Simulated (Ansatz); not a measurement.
`[SiH3]O[SiH](Cl)Cl` + H₂S → `S[SiH](Cl)Cl` + silanol  (ligand exchange at the Si–O bond)

Program: Ansatz. Geometries: PBE0-D4/def2-TZVP. ΔE: electronic, gas phase. CCSD(T)/CBS is the MP2 limit (def2-TZVPP, def2-QZVPP) plus CCSD(T) − MP2 in def2-TZVPP, frozen cores. This one scheme is used for every species. Each species was taken in one conformer, which may not be the lowest.

| species | SCS-MP2/def2-TZVPP energy (Eh) |
| --- | --- |
| `[SiH3]O[SiH](Cl)Cl` | -1575.20146 |
| H₂S | -398.90298 |
| `S[SiH](Cl)Cl` | -1607.48266 |
| `O[SiH3]` | -366.59311 |

Question: Work out ΔE.

Answer: ΔE = (-1607.48266) + (-366.59311) − (-1575.20146) − (-398.90298) = 0.02867 Eh = +75.3 kJ/mol. CCSD(T)/CBS gives +71.0 kJ/mol.

Largest T1 diagnostic among the species: 0.011.

Leaving LDA and LC-ωPBE aside and taking each functional with its dispersion term where it has one, the values, not all of them listed here, spread over 28.0 kJ/mol, from revPBE-D4 to BHLYP-D4. LDA lies +5.5 kJ/mol from PBE without D4. From PBE to PBE0 (25 % exact exchange), in def2-TZVPP and without D4, ΔE moves by +6.0 kJ/mol. At CCSD(T), def2-SVP lies +5.8 kJ/mol from the extrapolated value and def2-TZVPP +3.4 kJ/mol.
